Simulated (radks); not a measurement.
The nuclear charge of neutral lutetium is varied continuously with 71 electrons held in [Xe] 4f14 5d1 6s2. Method: Dirac Kohn-Sham, BLYP, spin-unpolarised, spherical densities, finite nucleus; open shells fill j = l - 1/2 first; Fermi nuclear charge, rms radius 5.37 fm; computed with a radial shooting solver on a logarithmic mesh with Libxc functionals. By the Hellmann-Feynman theorem dE/dZ = E(electron-nucleus)/Z, the electronic potential at the nucleus (averaged over a nucleus of fixed radius).

Z     E (hartree)  E(electron-nucleus)/Z (hartree)   HOMO  e(HOMO) (eV)  <r> HOMO (bohr)
70.8  -14478.2184                         -508.378  5d3/2        -0.429            3.249
71    -14580.1173                         -510.611  5d3/2        -1.742            2.858
71.2  -14682.4625                         -512.841  5d3/2        -3.273            2.624
71.4  -14785.2536                         -515.070  5d3/2        -4.968            2.457
71.6  -14888.4904                         -517.298  5d3/2        -6.803            2.329
71.8  -14992.1730                         -519.528  5d3/2        -8.761            2.225
72    -15096.3016                         -521.759  5d3/2       -10.830            2.138

The central difference of E at Z = 71 is -510.610 hartree, to compare with the third column; the second derivative is -11.2 hartree.
